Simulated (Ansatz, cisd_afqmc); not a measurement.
System: B, charge 0, doublet.

Total energies in def2-TZVPP, 3 correlated electrons, 1 frozen orbitals. Radicals and triplets start from unrestricted determinants; spin-orbit coupling is neglected. Correlated methods leave the cores frozen. No relativity. AFQMC/CISD: phaseless, guided by CISD from CCSD amplitudes; bars are statistical, one sigma. Outlying blocks are dropped, and bars are widened where a walk drifts. Over all cases where full CI ran beside it in this data, AFQMC minus full CI had a median of +0.1 mEh and passed +0.4 mEh in a tenth of the cases. Full CI freezes restricted core orbitals and the other rows unrestricted ones, which leaves a small offset even where coupled cluster is exact.

```csv
method,program,energy (Eh),error against FCI (mEh)
HF,Ansatz,-24.53233,65.98
MP2,Ansatz,-24.57584,22.48
CCSD,Ansatz,-24.59659,1.72
CCSD(T),Ansatz,-24.59791,0.40
CCSDT,Ansatz,-24.59834,-0.03
AFQMC/CISD,cisd_afqmc,-24.5982 ± 0.0001,0.1 ± 0.1
FCI,Ansatz,-24.59831,0.00
```

Ansatz is a quantum-chemistry and plane-wave program.
